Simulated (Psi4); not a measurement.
singlet methylene (CH₂), singlet, at a GFN2-xTB geometry; CAM-B3LYP/pcseg-1 run with Psi4.

Psi4 was given this input:
```
memory 2 GB

molecule mol {
0 1
  C     0.004039    0.001241    0.164635
  H     0.000296    0.877908   -0.500855
  H    -0.024531   -0.885353   -0.486957
}

set basis pcseg-1
set reference rks
set cholesky_tolerance 1e-3
set scf_type cd

energy('cam-b3lyp')
print_variables()
```

Question: Write the output that Psi4 gives for this input, abridged.

Answer: 
```
   => Loading Basis Set <=

    Name: PCSEG-1
    Role: ORBITAL
    Keyword: BASIS

Traceback (most recent call last):
  File "psi4", line 375, in <module>
  File "<string>", line 26, in <module>
  File "site-packages/psi4/driver/driver.py", line 533, in energy
  File "site-packages/psi4/driver/procrouting/proc.py", line 2760, in run_scf
  File "site-packages/psi4/driver/procrouting/proc.py", line 1939, in scf_helper
  File "site-packages/psi4/driver/procrouting/proc.py", line 1433, in scf_wavefunction_factory
  File "site-packages/psi4/driver/procrouting/proc.py", line 1397, in build_functional_and_disp
  File "site-packages/psi4/driver/procrouting/dft/superfunctionals.py", line 135, in build_superfunctional

psi4.driver.p4util.exceptions.ValidationError: SCF: SCF_TYPE (CD) not supported for range-separated functionals, plese use SCF_TYPE = 'DF' to automatically select the correct JK build.

Printing out the relevant lines from the Psithon --> Python processed input file:
    core.IO.set_default_namespace("mol")
    core.set_global_option("BASIS", "pcseg-1")
    core.set_global_option("REFERENCE", "rks")
    core.set_global_option("CHOLESKY_TOLERANCE", 1e-3)
    core.set_global_option("SCF_TYPE", "cd")
--> energy('cam-b3lyp')
    print_variables()

!----------------------------------------------------------------------------------!
!                                                                                  !
!  SCF: SCF_TYPE (CD) not supported for range-separated functionals, plese use     !
!     SCF_TYPE = 'DF' to automatically select the correct JK build.                !
!                                                                                  !
!----------------------------------------------------------------------------------!
```

The program refused the input.
